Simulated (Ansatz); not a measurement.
Reaction (formal loss of a carbene): `C[CH](C)[MgH]` → `[CH2]` (triplet) + `C[CH2][MgH]`

Computed with Ansatz on PBE0-D4/def2-TZVP structures; ΔE is electronic, products minus reactants. CCSD(T)/CBS is the MP2 limit (def2-TZVPP, def2-QZVPP) plus CCSD(T) − MP2 in def2-TZVPP, frozen cores. This one scheme is used for every species. Triplets are unrestricted, without spin–orbit coupling. For Mg outer-core shells are correlated without core-valence functions, which leaves a few kJ/mol of doubt a bond.

```json
{"species": "`C[CH](C)[MgH]`", "MP2/def2-TZVPP energy (Eh)": "-318.61534"}
{"species": "`[CH2]` (triplet)", "MP2/def2-TZVPP energy (Eh)": "-39.05595"}
{"species": "`C[CH2][MgH]`", "MP2/def2-TZVPP energy (Eh)": "-279.39669"}
```

Q: Work out ΔE.

A: ΔE = (-39.05595) + (-279.39669) − (-318.61534) = 0.16270 Eh = +427.2 kJ/mol. CCSD(T)/CBS gives +424.4 kJ/mol.

Largest T1 diagnostic among the species: 0.011.

At CCSD(T), def2-SVP lies −13.8 kJ/mol from the extrapolated value and def2-TZVPP −10.8 kJ/mol. Leaving LDA and LC-ωPBE aside and taking each functional with its dispersion term where it has one, the values, not all of them listed here, spread over 37.0 kJ/mol, from r2SCAN0-D4 to ωB97X-V. LDA lies +75.1 kJ/mol from PBE without D4.
